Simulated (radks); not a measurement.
Species: Ce22+. Configuration: [Kr].

Method: non-relativistic Kohn-Sham, LB94 model potential, spin-polarised, spherical densities, point nucleus; relativity is left out, which matters for an element this heavy; computed with a radial shooting solver on a logarithmic mesh with Libxc functionals.

Energy parts (eV):
part                  energy
kinetic            227921.93
electron-nucleus  -516022.59
Hartree             65464.85
(The LB94 potential has no energy functional, so no total or exchange-correlation energy is given.)

Orbitals (lengths in bohr, moments of r in powers of bohr; <r^-3> diverges for s and p1/2):
orbital  occ.  eigenvalue (eV)      <r^4>      <r>  <r^-3>  <1/r>
1s          2        -39089.39  2.110e-06  0.02615       -  57.50
2s          2        -6632.683  0.0003626   0.1118       -  13.30
2p          6        -6315.425  0.0002330  0.09496    6586  13.33
3s          2        -1906.492    0.01377   0.2907       -  4.962
3p          6        -1768.292    0.01275   0.2801    1307  4.905
3d         10        -1512.964   0.009449   0.2500   220.6  4.804
4s          2        -801.0169     0.2478   0.6133       -  2.296
4p          6        -746.4690     0.2644   0.6189   357.1  2.237

The highest occupied level is 4p at -746.47 eV. The electron density at the nucleus is 1.385e+05 e/bohr^3. For comparison, the ionisation energy in NIST's Atomic Spectra Database is 749 eV (theoretical). In exact Kohn-Sham theory the highest level is minus the ionisation energy, but local and semilocal functionals leave it too shallow, through self-interaction and a potential that decays too fast; potentials with the right tail come closer. The density falls to 0.001 e/bohr^3 at r = 1.49 bohr.
